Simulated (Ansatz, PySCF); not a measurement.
This Ansatz (a first-principles code) input computes a B3LYP/def2-TZVPD energy:

Ansatz 0.2 input:
```yaml
crystal:
  periodic: [false, false, false]
  atoms:
    - {symbol: Si, position_ang: [0.01124788, -0.00359113, -0.00247247]}
    - {symbol: O, position_ang: [1.51759205, -0.48452443, -0.33359132]}
    - {symbol: F, position_ang: [-0.60554121, -0.36198098, 1.34622113]}
    - {symbol: F, position_ang: [-0.76092620, 0.79825557, -1.04584945]}
basis:
  gaussian:
    orbitals: def2-TZVPD
hamiltonian:
  xc: {name: B3LYP}
total_charge: 1
magnetization: {spin_polarized: true, initial_magnetization: 1}
output: {forces: true}
```

Problem. Write an input for the same energy in PySCF and say what it gives.

Solution. 
```python
from pyscf import gto, scf, dft

mol = gto.M(
    atom='''
    Si    0.01124788   -0.00359113   -0.00247247
    O     1.51759205   -0.48452443   -0.33359132
    F    -0.60554121   -0.36198098    1.34622113
    F    -0.76092620    0.79825557   -1.04584945
    ''',
    basis='def2-tzvpd',
    charge=1,
    spin=1,
    verbose=4,
)

mf = dft.UKS(mol, xc='b3lyp').density_fit(auxbasis='def2-universal-jkfit')
mf.grids.level = 3
mf.conv_tol = 1e-9
mf.max_cycle = 100
mf.max_memory = 1500
mf.kernel()
if not mf.converged:
    mf = mf.newton()
    mf.kernel(mf.make_rdm1())
for _ in range(2):
    mo, _, stable, _ = mf.stability(return_status=True)
    if stable:
        break
    mf.kernel(mf.make_rdm1(mo, mf.mo_occ))
mf.analyze()
```
It gives -564.26043 Eh, and Ansatz -564.26038 Eh, a difference of 0.05 mEh, from the treatment of integrals and grids.
